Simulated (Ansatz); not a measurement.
**Question.** Name a neutral molecule of Al, C, F, N and H with LUMO energy (ωB97M-V/def2-TZVPP) between 0.45 and 0.75 eV and HOMO energy (PBE/def2-TZVPP) between -6.60 and -6.30 eV (Ansatz, PBE0-D4/def2-TZVP geometry).

**Answer.** `FC[NH][AlH2]` (0.57 eV, -6.59 eV). Other molecules can fit too; these were computed, each in one conformer that needn't be the lowest.
